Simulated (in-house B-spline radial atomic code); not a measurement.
## RPA correlation on LDA exchange-only: Yb II (Yb+)

Configuration [Xe] 4f14 6s1, highest spin, mean-field start LDA exchange-only. Computed with an all-electron radial atomic-structure program (B-spline basis): all electrons, scalar-relativistic (spin-free one-electron X2C), finite nucleus, each spin shell either full or empty, empty states to l = 9 with an (l + 1/2)⁻⁴ tail; G0W0 by contour deformation at full frequency.

Without the two-electron picture change, the correlation of inner shells comes somewhat too large for so heavy an element.

RPA overbinds a lone outer s electron by self-correlation, and G0W0 tends to as well.

The highest G0W0 level has too low a weight to be given.

Command:
```bash
python run_gw.py task.json out
```
Settings (radii: box in bohr, nucleus in fm):
```
Z                        70
electrons                69
configuration            [Xe] 4f14 6s1
hamiltonian              x2c
method                   lda,
lmax                     9
rms_radius               5.3108
spin_polarised           True
box_radius               23.78
intervals                70
ion_configuration        [Xe] 4f14
```

Run time, properties included: 25 s on 1 thread of Arm Neoverse N1, on a shared host.

Energies (hartree):

| term | value |
| --- | --- |
| mean-field total | -14043.09392 |
| Hartree-Fock functional on these orbitals | -14054.36842 |
| direct second order | -8.3155 |
| second-order exchange | 1.993 |
| SOSEX correction | 1.7609 |

Problem. What is the RPA correlation energy, and what remains with SOSEX?

Solution. RPA gives -6.5295 hartree (-2.58 eV per electron); RPA + SOSEX gives -4.7686, and the second-order doubles -6.3225 hartree (no singles). SOSEX takes back 27 % of the RPA value.

Problem. What does it cost to remove one electron (to [Xe] 4f14) by differences of total energies, each species on its own start (correlation terms add to the Hartree-Fock functional)?

Solution. LDA exchange-only 11.925 eV, Hartree-Fock functional 11.065 eV, + RPA 12.649 eV, + RPA + SOSEX 12.019 eV, + second order 14.002 eV. Tabulated: 12.179 eV (NIST, measured); the calculation leaves out spin-orbit coupling, Breit and QED terms, and what these don't explain is the method's own error.
